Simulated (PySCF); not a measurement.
Pb(Br)(NH2) (BrH2NPb), SMILES [Br][Pb][NH2] (connectivity only; charge and spin as stated), neutral, multiplicity 1.

Geometry optimised at r2SCAN-D4/def2-SVP. The def2 effective core potentials stand for the cores of Pb; spin–orbit coupling is left out. Other conformers were not sampled.

Calculation: IEF-PCM-PBE0/def2-SVP (PySCF).

The values are the electrostatic part of the solvation free energy, E(continuum) − E(gas) at the gas-phase geometry, in a cavity of scaled van der Waals radii (PySCF's table); cavitation and dispersion terms are not included. A continuum can't describe solvent molecules that bind to the metal. In vacuum the orbital gap is 4.85 eV. The dipole moment in vacuum is 4.15 D.

| solvent | ε | ΔG(elec) (kcal/mol) | dipole (D) | gap (eV) |
|---|---|---|---|---|
| water | 78.36 | [?] | [?] | [?] |
| tetrahydrofuran | 7.43 | -6.4 | 5.58 | 5.07 |
| chlorobenzene | 5.70 | -6.0 | 5.48 | 5.06 |

**Question.** What belongs in the gaps? (The exact figures need the calculation; the answer reports its results.)

**Answer.** 
- water, ΔG(elec) (kcal/mol): -8.0
- water, dipole (D): 5.93
- water, gap (eV): 5.13
